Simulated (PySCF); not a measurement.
Record of a relaxation.

Compound: C₉H₆N₂.
Atom-mapped SMILES: `[CH2:1]=[CH:2][CH2:3][C:4]#[C:5]/[C:6]([C:7]#[N:8])=[CH:9]\[C:10]#[N:11]` (hydrogens: H12, H13 on C1; H14 on C2; H15, H16 on C3; H17 on C9)

Method: PySCF 2.14.0, PBE0-D3(BJ)/def2-SVP geometry optimisation, gas phase; density fitting, grid level 1; the optimiser is geomeTRIC in internal coordinates, started from a GFN2-xTB structure. The frame can shift and turn from step to step; on so coarse a grid that alone can change the energy by a few meV, and forces under 0.02 eV/Å are noise.

Step 0: E = -12382.6483 eV, largest atomic force 1.765 eV/Å
```
atom  x, y, z in Å  |  force x, y, z in eV/Å
C1      3.408   -0.129    0.442    0.243  -0.079   0.139
C2      2.363    0.427   -0.137   -0.344  -0.131  -0.481
C3      1.530   -0.257   -1.187    0.096   0.198   0.337
C4      0.151   -0.323   -0.767    0.521  -0.025  -0.258
C5     -0.984   -0.337   -0.363   -0.522   0.023   0.156
C6     -2.321   -0.399    0.077    0.205   0.184   0.063
C7     -3.051   -1.544   -0.334    0.332   0.867   0.387
N8     -3.635   -2.471   -0.668   -0.882  -1.436  -0.526
C9     -2.908    0.548    0.849   -0.188  -0.198  -0.055
C10    -2.213    1.688    1.275   -0.391  -0.742  -0.298
N11    -1.648    2.624    1.625    0.810   1.382   0.526
H12     3.985    0.389    1.189    0.302   0.355   0.438
H13     3.737   -1.126    0.193    0.144  -0.579  -0.171
H14     2.040    1.424    0.129   -0.115   0.483   0.171
H15     1.577    0.313   -2.122    0.048   0.056  -0.328
H16     1.901   -1.268   -1.378    0.139  -0.225  -0.161
H17    -3.938    0.453    1.165   -0.399  -0.132   0.062
```

Step 1: E = -12382.7336 eV, largest atomic force 0.128 eV/Å
```
atom  x, y, z in Å  |  force x, y, z in eV/Å
C1      3.319   -0.486    0.514    0.062  -0.044   0.015
C2      2.253    0.069   -0.057   -0.033   0.109   0.059
C3      1.398   -0.611   -1.090    0.033  -0.032  -0.090
C4      0.005   -0.696   -0.683    0.002  -0.006   0.004
C5     -1.148   -0.736   -0.304   -0.025  -0.034  -0.007
C6     -2.494   -0.795    0.140   -0.034   0.011   0.006
C7     -3.269   -1.939   -0.256    0.057  -0.005  -0.021
N8     -3.874   -2.870   -0.585   -0.037  -0.014   0.005
C9     -3.079    0.161    0.912   -0.042   0.002   0.021
C10    -2.378    1.316    1.342    0.007  -0.002  -0.005
N11    -1.813    2.264    1.700    0.004   0.021   0.011
H12     3.908    0.054    1.261   -0.012  -0.009  -0.026
H13     3.647   -1.500    0.258   -0.009   0.025   0.011
H14     1.939    1.081    0.228    0.017  -0.044  -0.012
H15     1.441   -0.051   -2.045    0.002  -0.028   0.035
H16     1.781   -1.624   -1.306   -0.018   0.039  -0.001
H17    -4.122    0.051    1.221    0.028   0.011  -0.004
```

Step 2: E = -12382.7342 eV, largest atomic force 0.037 eV/Å
```
atom  x, y, z in Å  |  force x, y, z in eV/Å
C1      3.323   -0.486    0.510    0.013   0.026   0.010
C2      2.252    0.072   -0.051    0.005  -0.036  -0.006
C3      1.398   -0.611   -1.087   -0.018   0.016  -0.008
C4      0.004   -0.703   -0.681   -0.004   0.005   0.007
C5     -1.150   -0.744   -0.304    0.000  -0.017  -0.010
C6     -2.496   -0.798    0.139   -0.010   0.018   0.015
C7     -3.274   -1.941   -0.256    0.022  -0.003  -0.010
N8     -3.884   -2.870   -0.582   -0.014   0.004   0.008
C9     -3.079    0.162    0.910   -0.007  -0.007  -0.005
C10    -2.375    1.316    1.340    0.015  -0.010  -0.010
N11    -1.811    2.265    1.697   -0.005   0.003   0.003
H12     3.917    0.053    1.252    0.004  -0.004   0.004
H13     3.648   -1.498    0.249   -0.003   0.005  -0.001
H14     1.938    1.082    0.238    0.002  -0.007  -0.004
H15     1.439   -0.050   -2.039    0.000   0.000   0.001
H16     1.785   -1.621   -1.304    0.001   0.005   0.003
H17    -4.121    0.056    1.220   -0.002   0.002   0.002
```

Step 3: E = -12382.7344 eV, largest atomic force 0.073 eV/Å
```
atom  x, y, z in Å  |  force x, y, z in eV/Å
C1      3.328   -0.475    0.512   -0.051  -0.005  -0.052
C2      2.248    0.068   -0.047    0.007  -0.021  -0.016
C3      1.395   -0.614   -1.087    0.004  -0.002   0.070
C4      0.001   -0.714   -0.682    0.001   0.017   0.017
C5     -1.155   -0.757   -0.307    0.017  -0.014  -0.019
C6     -2.502   -0.803    0.136   -0.006   0.004   0.014
C7     -3.289   -1.939   -0.257    0.000  -0.010  -0.007
N8     -3.913   -2.861   -0.580    0.006   0.018   0.009
C9     -3.075    0.161    0.910    0.041   0.002  -0.019
C10    -2.356    1.308    1.336   -0.001   0.008   0.007
N11    -1.781    2.251    1.692   -0.007  -0.011  -0.005
H12     3.917    0.071    1.253   -0.001   0.013   0.015
H13     3.665   -1.482    0.251    0.010  -0.022  -0.008
H14     1.926    1.073    0.244   -0.018   0.037   0.011
H15     1.434   -0.048   -2.036    0.005   0.022  -0.019
H16     1.786   -1.619   -1.310    0.011  -0.031  -0.002
H17    -4.117    0.067    1.222   -0.017  -0.004   0.004
```

Step 4: E = -12382.7348 eV, largest atomic force 0.024 eV/Å
```
atom  x, y, z in Å  |  force x, y, z in eV/Å
C1      3.326   -0.475    0.509   -0.013   0.009  -0.008
C2      2.246    0.070   -0.046    0.005  -0.019  -0.012
C3      1.396   -0.613   -1.085   -0.006   0.003   0.019
C4      0.002   -0.715   -0.681    0.004   0.012   0.007
C5     -1.154   -0.759   -0.307    0.001  -0.020  -0.014
C6     -2.500   -0.805    0.137   -0.002   0.007   0.009
C7     -3.290   -1.940   -0.255    0.007  -0.008  -0.007
N8     -3.918   -2.859   -0.575    0.001   0.009   0.006
C9     -3.072    0.161    0.909    0.010   0.008  -0.002
C10    -2.353    1.308    1.334   -0.001   0.003   0.003
N11    -1.778    2.251    1.690   -0.002  -0.003  -0.002
H12     3.914    0.067    1.253    0.004   0.003   0.003
H13     3.664   -1.481    0.241    0.002  -0.008  -0.002
H14     1.921    1.075    0.248   -0.009   0.010   0.008
H15     1.434   -0.047   -2.034    0.001   0.007  -0.010
H16     1.790   -1.618   -1.309    0.002  -0.011   0.000
H17    -4.114    0.068    1.221   -0.005  -0.001   0.002
```

Problem. Summarise the path.

Solution. The energy falls by 8.35 kJ/mol from step 0 to step 4; nine tenths of that is first reached at step 1. It falls at every step. The largest force goes from 1.765 to 0.024 eV/Å. Among the bonds C6–C7 changes most, from 1.419 to 1.437 Å; the atoms move by 0.061 Å rms after alignment.

Problem. Follow the three bonds and two angles with the largest change from start to end.

Solution. 
| step | E above end (kJ/mol) | largest force (eV/Å) | C6–C7 (Å) | C9–C10 (Å) | C1–H12 (Å) | H15–C3–H16 (°) | C2–C3–C4 (°) |
| --- | --- | --- | --- | --- | --- | --- | --- |
| 0 | 8.35 | 1.765 | 1.419 | 1.401 | 1.076 | 108.5 | 110.3 |
| 1 | 0.12 | 0.128 | 1.437 | 1.418 | 1.094 | 106.4 | 112.2 |
| 2 | 0.05 | 0.037 | 1.437 | 1.418 | 1.093 | 106.3 | 112.3 |
| 3 | 0.03 | 0.073 | 1.437 | 1.419 | 1.092 | 106.3 | 112.4 |
| 4 | 0.00 | 0.024 | 1.437 | 1.419 | 1.093 | 106.3 | 112.4 |

What follows is the cost of the whole optimisation. Rough CPU time on one thread of a shared machine: about 3 min.
